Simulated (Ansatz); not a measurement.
System: WH2 (charge 0, quintet). The spin state was set by rule; other spins were not relaxed. SMILES: [WH2]
Geometry from a B3LYP-D3(BJ)/def2-TZVP (Ansatz, a program for electronic structure) optimisation:
```
W
H 1 1.7198
H 1 1.7198 2 113.18
```
Charge 0, spin multiplicity 5.

Quantity: vertical ionisation energy (to the quartet state of charge +1; each state is the SCF solution reached for its spin; for the quartet the Hartree-Fock reference is unstable and T1 is 0.036), in eV. Cores are frozen in the correlated levels unless marked. UHF or UKS for open shells. No spin-orbit coupling. Frozen are the shells of the preceding noble gas and the d and f shells that filled before the atom's block. Past Kr the def2 sets carry scalar-relativistic core potentials. CBS(X,Y): correlation extrapolated as X^-3; Hartree-Fock from the larger set.

```csv
level,program,vertical ionisation energy (eV)
SVWN5/def2-TZVPD,Ansatz,8.69
r2SCAN/def2-TZVPD,Ansatz,8.64
PBE0/def2-TZVPD,Ansatz,8.55
wB97X-V/def2-TZVPD,Ansatz,8.25
"RI-MP2/CBS(def2-TZVPPD,def2-QZVPPD)",Ansatz,8.38
CCSD/def2-QZVPPD,Ansatz,8.32
```
